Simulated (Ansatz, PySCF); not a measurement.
Zn(I)(GeH3) (GeH₃IZn), SMILES [GeH3][Zn][I]. Atoms are numbered in the order given.

```xyz
6

Zn     0.0440    -0.3283     0.2476
I     -0.2204     1.6194    -1.2149
Ge     0.3027    -2.2271     1.6715
H      1.2087    -3.2917     1.0217
H      0.9379    -1.8318     3.0193
H     -1.0566    -2.8894     1.9713
```

The structure is a stationary point at PBE0-D3(BJ)/def2-SVP. The structure was generated by enumeration; whether it is a known compound was not checked. The def2 effective core potentials stand for the cores of I; spin–orbit coupling is left out.

Two levels are set side by side: PBE-D3(BJ)/def2-SVP (Ansatz, a quantum-chemistry and plane-wave program) and PBE0-D3(BJ)/def2-SVP (Ansatz). Each level has its own optimised geometry; the coordinates shown are those of the second. Frequencies come from the Hessian of PySCF at each geometry. Differences are taken from unrounded values.

| quantity | PBE0-D3(BJ) |
|---|---|
| mean bond length (Å) | 1.892 |
| bond Zn1–I2 (Å) | 2.450 |
| bond Zn1–Ge3 (Å) | 2.387 |
| bond Ge3–H4 (Å) | 1.542 |
| bond Ge3–H5 (Å) | 1.542 |
| bond Ge3–H6 (Å) | 1.542 |
| highest harmonic wavenumber (cm⁻¹) | 2147 |
| mean harmonic wavenumber (cm⁻¹) | 869 |
| zero-point energy (kcal/mol) | 14.90 |

Q: What does PBE-D3(BJ) give, and how far is it from PBE0-D3(BJ)? (The exact figures need the calculation; the answer reports its results.)

A: 
```json
[
 {"quantity": "mean bond length (Å)", "PBE-D3(BJ)": "1.901", "PBE-D3(BJ) minus PBE0-D3(BJ)": "0.009"},
 {"quantity": "bond Zn1–I2 (Å)", "PBE-D3(BJ)": "2.461", "PBE-D3(BJ) minus PBE0-D3(BJ)": "0.012"},
 {"quantity": "bond Zn1–Ge3 (Å)", "PBE-D3(BJ)": "2.384", "PBE-D3(BJ) minus PBE0-D3(BJ)": "-0.003"},
 {"quantity": "bond Ge3–H4 (Å)", "PBE-D3(BJ)": "1.553", "PBE-D3(BJ) minus PBE0-D3(BJ)": "0.012"},
 {"quantity": "bond Ge3–H5 (Å)", "PBE-D3(BJ)": "1.553", "PBE-D3(BJ) minus PBE0-D3(BJ)": "0.012"},
 {"quantity": "bond Ge3–H6 (Å)", "PBE-D3(BJ)": "1.553", "PBE-D3(BJ) minus PBE0-D3(BJ)": "0.012"},
 {"quantity": "highest harmonic wavenumber (cm⁻¹)", "PBE-D3(BJ)": "2077", "PBE-D3(BJ) minus PBE0-D3(BJ)": "-70"},
 {"quantity": "mean harmonic wavenumber (cm⁻¹)", "PBE-D3(BJ)": "838", "PBE-D3(BJ) minus PBE0-D3(BJ)": "-30"},
 {"quantity": "zero-point energy (kcal/mol)", "PBE-D3(BJ)": "14.38", "PBE-D3(BJ) minus PBE0-D3(BJ)": "-0.52"}
]
```

Exact exchange shortens and stiffens bonds; PBE has none. Differences between two approximate levels are no errors against the true value.
